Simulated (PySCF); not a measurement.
From computed data to an observable: entropy of an ideal gas

Se(H)(OMe) (CH4OSe), SMILES CO[SeH].

The structure is a stationary point at PBE0-D3(BJ)/def2-TZVP. The values are those of a single conformer.

PBE0-D3(BJ)/def2-TZVP (PySCF) gives the harmonic wavenumbers 180, 228, 318, 630, 862, 1080, 1175, 1192, 1460, 1475, 1496, 2367, 3017, 3087, 3122 cm⁻¹ and the rotational temperatures 1.7793, 0.2007, 0.1907 K. The molar mass is 111.01 g/mol, the symmetry number 1, the spin multiplicity 1.

Question: Work out the entropy at 298.15 K and 1 atm in the rigid-rotor, harmonic-oscillator model.

Answer: 
Translation (Sackur–Tetrode at 1 atm): S = R[1.5 ln M + 2.5 ln T − 1.16487] = 167.5 J/(mol K).
Rotation: q = (√π/σ) T^1.5/√(θA θB θC) = 35000, S = R[ln q + 3/2] = 99.5 J/(mol K).
Vibration: with u = 1.4388 ν/T, each mode gives R[u/(e^u − 1) − ln(1 − e^−u)]:
```json
[
 {"ν (cm⁻¹)": "180", "modes": "1", "u": "0.87", "S (J/(mol K))": "9.74"},
 {"ν (cm⁻¹)": "228", "modes": "1", "u": "1.10", "S (J/(mol K))": "7.93"},
 {"ν (cm⁻¹)": "318", "modes": "1", "u": "1.53", "S (J/(mol K))": "5.52"},
 {"ν (cm⁻¹)": "630", "modes": "1", "u": "3.04", "S (J/(mol K))": "1.68"},
 {"ν (cm⁻¹)": "862", "modes": "1", "u": "4.16", "S (J/(mol K))": "0.68"},
 {"ν (cm⁻¹)": "1080", "modes": "1", "u": "5.21", "S (J/(mol K))": "0.28"},
 {"ν (cm⁻¹)": "1175", "modes": "1", "u": "5.67", "S (J/(mol K))": "0.19"},
 {"ν (cm⁻¹)": "1192", "modes": "1", "u": "5.75", "S (J/(mol K))": "0.18"},
 {"ν (cm⁻¹)": "1460", "modes": "1", "u": "7.05", "S (J/(mol K))": "0.06"},
 {"ν (cm⁻¹)": "1475", "modes": "1", "u": "7.12", "S (J/(mol K))": "0.05"},
 {"ν (cm⁻¹)": "1496", "modes": "1", "u": "7.22", "S (J/(mol K))": "0.05"}
]
```
The stiffer modes add less than 0.005 each. Sum 26.4 J/(mol K).
Spin: R ln 1 = 0.0 J/(mol K).
Total 293.3 J/(mol K); the program's own thermochemistry gives 293.3. Translation makes up 57 % and vibration 9 %. Anharmonicity, hindered rotation and orbital degeneracy are left out.
